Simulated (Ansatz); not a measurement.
Input for Ansatz (a first-principles code): R-CCSD(T)/cc-pV(D+d)Z on AlFH4Si (SMILES [F][AlH][SiH3]), a point of a torsion scan. Files ending in .json are basis or fitting sets from the Basis Set Exchange.

Ansatz 0.2 input:
```yaml
crystal:
  periodic: [false, false, false]
  atoms:
    - {symbol: F, position_ang: [2.35851055, -1.26589313, -0.04370955]}
    - {symbol: Al, position_ang: [1.36591393, 0.05568689, 0.01295006]}
    - {symbol: Si, position_ang: [-1.04490096, -0.05304900, -0.02151526]}
    - {symbol: H, position_ang: [2.25025900, 1.32777183, 0.09314818]}
    - {symbol: H, position_ang: [-1.52767353, -1.45134542, -0.09967165]}
    - {symbol: H, position_ang: [-1.68460969, 0.63456062, -1.16179009]}
    - {symbol: H, position_ang: [-1.71097388, 0.51483828, 1.16846285]}
basis:
  gaussian:
    orbitals: cc-pV_D+d_Z.json
magnetization: {spin_polarized: false}
correlation: {method: ccsd_t, electrons: outside_noble_gas}
scf: {lower_state_search: off}
```

Output:

```
WARN ansatz: RAYON_NUM_THREADS=1 ignored (pool sized by the plan → 1); use --threads N
Functional definition: HF
these checks for a lower state are left out or cut short: stability, starts, cluster_reference, orbital_swaps, neighbouring_geometries, increment
integrals: 0.07 GiB planned
802 factors; integrals over basis functions are off by at most 9.8e-4 eV
mean field: 0.19 GiB planned
mean field evaluation 1: about -17214.0279 eV, gradient 3.0e1 eV
mean field evaluation 2: about -17214.0520 eV, gradient 3.0e1 eV
mean field evaluation 4: about -17216.2410 eV, gradient 2.2e0 eV
mean field evaluation 8: about -17216.2801 eV, gradient 9.6e-2 eV
mean field -17216.28018578 eV, -632.6866272134 hartree, gradient 4.8e-7 eV, S^2 0.000000; 0 other end points of the search recorded, 0 dependent functions left out
11 core orbitals not correlated
reference -17216.28018578 eV, -632.6866272134 hartree; 9, 9 occupied and 60, 60 virtual orbitals, 802 factors
second order -9.67011547 eV of doubles, -0.00000000 eV of singles
coupled cluster: 0.19 GiB planned
cycle   1  -10.31573563 eV  change   -6.5e-1 eV  update   9.1e-2
cycle   2  -10.65719810 eV  change   -3.4e-1 eV  update   2.9e-2
cycle   3  -10.74843479 eV  change   -9.1e-2 eV  update   1.7e-2
cycle   4  -10.74337661 eV  change    5.1e-3 eV  update   4.1e-3
cycle   5  -10.74163624 eV  change    1.7e-3 eV  update   1.7e-3
cycle   6  -10.74189687 eV  change   -2.6e-4 eV  update   4.6e-4
cycle   7  -10.74174365 eV  change    1.5e-4 eV  update   1.5e-4
cycle   8  -10.74169318 eV  change    5.0e-5 eV  update   5.1e-5
cycle   9  -10.74171890 eV  change   -2.6e-5 eV  update   1.8e-5
cycle  10  -10.74172516 eV  change   -6.3e-6 eV  update   6.6e-6
perturbative correction -0.19884018 eV, -0.0073072417 hartree
Total energy: -17227.22075111 eV, -633.0886855738 hartree
Checks for a lower state left out: stability, starts, cluster_reference, orbital_swaps, neighbouring_geometries, increment
```

The calculation finished and met its thresholds.

Cost: about 2.0 core-seconds (a rough figure).
